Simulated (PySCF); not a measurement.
AuF5, SMILES [F][Au]([F])([F])([F])[F], multiplicity 1.

Geometry optimised at PBE0-D3(BJ)/def2-SVP. The spin state was assumed, not searched. The def2 effective core potentials stand for the cores of Au; spin–orbit coupling is left out.

Calculation: HF/def2-TZVP (PySCF).

Symmetry labels are those of the subgroup C2v that the program uses (full group C4v).

Problem. List the valence orbital energies around the gap with their symmetry. (The exact figures need the calculation; the answer reports its results.)

Solution. 
| orbital | symmetry | energy (eV) |
|---|---|---|
| HOMO−7 | B2 | -18.85 |
| HOMO−6 | A2 | -18.48 |
| HOMO−5 | A2 | -17.93 |
| HOMO−4 | B1 | -17.51 |
| HOMO−3 | B2 | -17.51 |
| HOMO−2 | A1 | -17.30 |
| HOMO−1 | B1 | -17.01 |
| HOMO | B2 | -17.01 |
| LUMO | A1 | -5.26 |
| LUMO+1 | A2 | -2.03 |
| LUMO+2 | A1 | 1.59 |
| LUMO+3 | A1 | 3.46 |
